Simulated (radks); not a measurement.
Problem. These are the eigenvalues of the occupied orbitals of an atom or ion with whole-number occupations (eV). All-electron calculation, scalar-relativistic Kohn-Sham, BLYP, spin-polarised, spherical densities, finite nucleus; Fermi nuclear charge, rms radius of each element as measured or else 0.836 A^(1/3) + 0.57 fm. Program: a radial shooting solver on a logarithmic mesh with Libxc functionals.

1s up: -32032.38
1s down: -32031.96
2s up: -5250.608
2s down: -5249.862
2p up: -4755.613
2p down: -4754.844
3s up: -1348.443
3s down: -1347.771
3p up: -1187.479
3p down: -1186.717
3d up: -945.9467
3d down: -945.0372
4s up: -508.9465
4s down: -504.8629
4p up: -453.8572
4p down: -449.7862
4d up: -371.4478

Which element is it, and in what charge state? The configuration may be excited. Open shells, if any, are filled with parallel spins first.

Solution. Z = 52, tellurium, charge +16: Te16+ in [Ar] 3d10 4s2 4p5 4d1. The list shows which subshells hold electrons but not how many an open one holds; the 1s level, -1177.2 hartree, gives Z - s = 48.5 by -(Z - s)^2/2, which with screening and relativity narrows Z to a few neighbours, and the depths of the outer levels then fix element, charge and occupations together.
